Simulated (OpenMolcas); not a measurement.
Fe3+: Racah parameters, worked from levels

```
Program             : OpenMolcas
Basis               : ANO-RCC-VTZP [6s5p3d2f1g]
Scalar Hamiltonian  : DKH2, point nucleus
Active space        : 5 electrons in 10 orbitals (3d 4d)
State averaging     : 2S+1 = 6 even, 1 root; 2S+1 = 4 even, 24 roots; 2S+1 = 2 even, 53 roots
Spin-orbit coupling : state interaction with AMFI integrals over the reference wave functions, term energies averaged over their components
```

Methods: CASSCF; MS-CASPT2, IPEA 0.25 Eh, imaginary shift 0.1 Eh (closed shells correlated: 3s 3p).

**Racah parameters.** Above 6S, d5 has 4D at 17B + 5C, 4G at 10B + 5C and 4P at 7B + 7C. The first two fix B and C, and the third tests them; where it misses by thousands of cm-1, two parameters do not describe the configuration (Trees and configuration-interaction terms are left out) and B and C hang on the terms chosen. Term energies are centres of gravity, weighted by 2J + 1.

```
   Source     4D     4G     B     C   C/B  4P from B, C  4P found
   CASSCF  44747  35963  1255  4683  3.73         41566     41124
MS-CASPT2  40337  33584   965  4787  4.96         40264     37143
```

Energies in cm-1. From CASSCF to MS-CASPT2, B changes by -23.1 % and C by +2.2 %.

CASPT2 does not keep the components of a term degenerate, so their means are used; among the terms shown or strongly mixed into the levels shown the widest spread is 200 cm-1 (3d5 4G, MS-CASPT2). Active for correlation alone: 4d; no level in the range computed is led by a configuration that fills it, so any true level of that kind is missing. Without dynamic correlation excited terms often stand tens of per cent too high (terms of higher spin than the ground term too low), and those without a measured partner can miss by more than the paired ones (holds for CASSCF). Levels of configurations outside the active space are missing.
